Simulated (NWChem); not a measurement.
Ionisation of HFSi

```xyz
3

Si    -0.4560     0.4037     0.0000
H      0.5537     1.5754     0.0000
F      0.6478    -0.8030     0.0000
```
Charge 0, spin multiplicity 1.

Program: NWChem. All single points use one geometry, from PBE0/def2-SVP, a minimum by its harmonic frequencies.

Basis set: def2-TZVP. −ε marks an orbital energy of the parent.

B3LYP has NWChem's definition, with VWN1-RPA local correlation. The structure started from a generated list of species.

Problem. Order these methods by the first vertical ionisation energy they give, lowest first: −ε(HOMO) of HF, −ε(HOMO) of B3LYP, −ε(HOMO) of BP86, −ε(HOMO) of PBE.

Solution. −ε(HOMO) of PBE (5.87 eV), −ε(HOMO) of BP86 (5.99 eV), −ε(HOMO) of B3LYP (6.85 eV), −ε(HOMO) of HF (9.61 eV)
